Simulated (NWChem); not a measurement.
Program: NWChem. System: hexanethiol (C₆H₁₄S), charge 0, spin multiplicity 1, at a geometry optimised with PBE0/def2-SVP. Level: G0W0@HF/def2-SVP, RI basis def2-svp-rifit.

The NWChem input:

```
start mol
memory heap 200 mb stack 700 mb global 1700 mb
geometry units angstroms nocenter noautoz
  C      4.297191    -0.584153     0.000000
  C      2.888610    -1.157268     0.000000
  C      1.798932    -0.092498     0.000000
  C      0.385333    -0.659498     0.000000
  C     -0.698417     0.411613     0.000000
  C     -2.103586    -0.169135     0.000000
  S     -3.325069     1.186111     0.000000
  H      4.473823     0.045076    -0.887380
  H      5.059332    -1.378275     0.000000
  H      4.473823     0.045076     0.887380
  H      2.754882    -1.811729    -0.879837
  H      2.754882    -1.811729     0.879837
  H      1.929146     0.563182    -0.880415
  H      1.929146     0.563182     0.880415
  H      0.254255    -1.313715    -0.881173
  H      0.254255    -1.313715     0.881173
  H     -0.575851     1.064209    -0.882301
  H     -0.575851     1.064209     0.882301
  H     -2.254791    -0.799076     0.890878
  H     -2.254791    -0.799076    -0.890878
  H     -4.429540     0.410246     0.000000
  symmetry group Cs
end
basis spherical
  * library def2-svp
end
basis "ri basis" bse spherical
  * library def2-svp-rifit
end
dft
  xc hfexch
  iterations 100
  direct
  tolerances tight
end
task dft energy
gw
  method cdgw
  states alpha occ 4 vir 2
end
task dft gw
```

Output (cleaned and shortened):

```
             Northwest Computational Chemistry Package (NWChem) 7.3.0
             --------------------------------------------------------

                                NWChem Input Module
                                -------------------

 Scaling coordinates for geometry "geometry" by  1.889725989
 (inverse scale =  0.529177249)

 Turning off AUTOSYM since
 SYMMETRY directive was detected!

                             Geometry "geometry" -> ""
                             -------------------------

 Output coordinates in angstroms (scale by  1.889725989 to convert to a.u.)

  No.       Tag          Charge          X              Y              Z
 ---- ---------------- ---------- -------------- -------------- --------------
    1 C                    6.0000     4.29719100    -0.58415300     0.00000000
    2 C                    6.0000     2.88861000    -1.15726800     0.00000000
    3 C                    6.0000     1.79893200    -0.09249800     0.00000000
    4 C                    6.0000     0.38533300    -0.65949800     0.00000000
    5 C                    6.0000    -0.69841700     0.41161300     0.00000000
    6 C                    6.0000    -2.10358600    -0.16913500     0.00000000
    7 S                   16.0000    -3.32506900     1.18611100     0.00000000
    8 H                    1.0000     4.47382300     0.04507600    -0.88738000
    9 H                    1.0000     5.05933200    -1.37827500     0.00000000
   10 H                    1.0000     4.47382300     0.04507600     0.88738000
   11 H                    1.0000     2.75488200    -1.81172900    -0.87983700
   12 H                    1.0000     2.75488200    -1.81172900     0.87983700
   13 H                    1.0000     1.92914600     0.56318200    -0.88041500
   14 H                    1.0000     1.92914600     0.56318200     0.88041500
   15 H                    1.0000     0.25425500    -1.31371500    -0.88117300
   16 H                    1.0000     0.25425500    -1.31371500     0.88117300
   17 H                    1.0000    -0.57585100     1.06420900    -0.88230100
   18 H                    1.0000    -0.57585100     1.06420900     0.88230100
[...]
         766.126443910824        3222.580414943198           0.000000000000
           0.000000000000           0.000000000000        3506.645229524853

     Multipole analysis of the density
     ---------------------------------

     L   x y z        total         alpha         beta         nuclear
     -   - - -        -----         -----         ----         -------
     0   0 0 0     -0.000000    -33.000000    -33.000000     66.000000

     1   1 0 0      0.226758      0.113385      0.113385     -0.000011
     1   0 1 0     -0.645941     -0.322977     -0.322977      0.000013
     1   0 0 1      0.000000      0.000000      0.000000      0.000000

     2   2 0 0    -40.972329   -924.630212   -924.630212   1808.288095
     2   1 1 0      3.889053    206.960860    206.960860   -410.032666
     2   1 0 1      0.000000      0.000000      0.000000      0.000000
     2   0 2 0    -42.819081   -115.519272   -115.519272    188.219462
     2   0 1 1      0.000000      0.000000      0.000000      0.000000
     2   0 0 2    -41.213380    -37.338096    -37.338096     33.462812

 Task  times  cpu:       29.6s     wall:       29.6s

                                NWChem Input Module
                                -------------------

                                 NWChem GW Module
                                 ----------------

                             ***********************
                             ***        GW       ***
                             ***********************

 Summary of "ri basis" -> "ri basis" (spherical)
 ------------------------------------------------------------------------------
       Tag                 Description            Shells   Functions and Types
 ---------------- ------------------------------  ------  ---------------------
 C                       def2-svp-rifit             16       48   6s5p4d1f
 S                       def2-svp-rifit             20       62   8s5p5d2f
 H                       def2-svp-rifit              6       14   3s2p1d

                 Memory Information
                 ------------------
          Available GA per process is          1699.8 MBs
          Available stack per process is        700.0 MBs
          Available heap per process is         199.8 MBs

          Peak memory in Initialization
              Peak GA per process is                 27.4 MBs
              Peak stack per process is               0.3 MBs
              Peak heap per process is               28.1 MBs
              Memory not in MA per process            0.0 MBs

          Peak memory in CDGW Calculation
              Peak GA per process is                 32.3 MBs
              Peak stack per process is               4.6 MBs
              Peak heap per process is                4.4 MBs
              Memory not in MA per process            0.0 MBs

          Computing 2-center integrals
          Computing Inverse Cholesky factor
          Computing 3-center integrals
          Computing Vxc
          Computing Sigma_x
          Computing W(iw) on the imaginary grid
          Solving quasiparticle equations

                  Alpha Orbitals
          State     Energy (eV)     Error (eV)
          -----------------------------------
@GW        30        -12.086           0.003
@GW        31        -11.784           0.004
@GW        32        -12.000           0.004
@GW        33         -9.515           0.003
@GW        34          3.687           0.002
@GW        35          4.057           0.004

     GW Timing Statistics
   ------------------------
   Init.   :          0.1s
     ERIs  :          5.8s
     Distr.:          0.1s
     Vxc   :          4.0s
   Vmo     :          0.0s
   iW      :         14.2s
   I_n     :          0.0s
   R_n     :          0.2s
   GW total:         24.4s

 Task  times  cpu:       24.4s     wall:       24.4s

 Total times  cpu:       54.1s     wall:       54.1s
```
